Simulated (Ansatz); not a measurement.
The same path of C₄H₉NOSi (16 atoms, charge 0, multiplicity 1) was run twice with different band settings. The coordinate that changes most is the dihedral C2–C3–C4–Si6.

The calculation used RHF/def2-SVP in Ansatz.

Relaxed end points:

```xyz
16
Properties=species:S:1:pos:R:3
C 1.982 -1.515 1.735
C 0.971 -0.816 0.879
C 1.040 0.449 0.481
C 0.016 1.110 -0.369
O 0.156 2.260 -0.677
Si -1.584 0.224 -1.045
N -2.548 1.283 -1.989
H 1.516 -1.882 2.653
H 2.390 -2.384 1.213
H 2.805 -0.855 2.004
H 0.122 -1.423 0.574
H 1.874 1.083 0.767
H -2.372 -0.255 0.115
H -1.158 -0.924 -1.879
H -2.207 1.584 -2.882
H -3.026 2.039 -1.535
```

```xyz
16
Properties=species:S:1:pos:R:3
C 2.615 -0.588 1.856
C 1.647 0.159 0.995
C 0.544 -0.341 0.449
C -0.361 0.493 -0.397
O -0.124 1.646 -0.626
Si -1.970 -0.281 -1.161
N -2.891 0.834 -2.085
H 3.612 -0.570 1.409
H 2.698 -0.111 2.836
H 2.318 -1.626 1.999
H 1.866 1.204 0.799
H 0.269 -1.379 0.607
H -2.790 -0.786 -0.034
H -1.544 -1.410 -2.023
H -2.531 1.161 -2.962
H -3.380 1.573 -1.617
```

Common settings: spring 5.0 eV/Å²; optimiser quadratic models (default); start path IDPP; force threshold 0.05 eV/Å; iteration limit 60; end points relaxed.

| run | movable images | climbing image |
| --- | --- | --- |
| 1 | 5 | yes |
| 2 | 8 | no |

Problem. What does each run give, and how far can it be trusted?

Solution. Run 1: converged after 12 iterations, highest image 0.272 eV above the first end. A vibrational analysis at the climbing image gives one clearly imaginary mode, 127i cm⁻¹: a first-order saddle point.
Run 2: converged after 12 iterations, highest image 0.256 eV above the first end. No image climbed, so the highest image needn't sit at the top of the path.
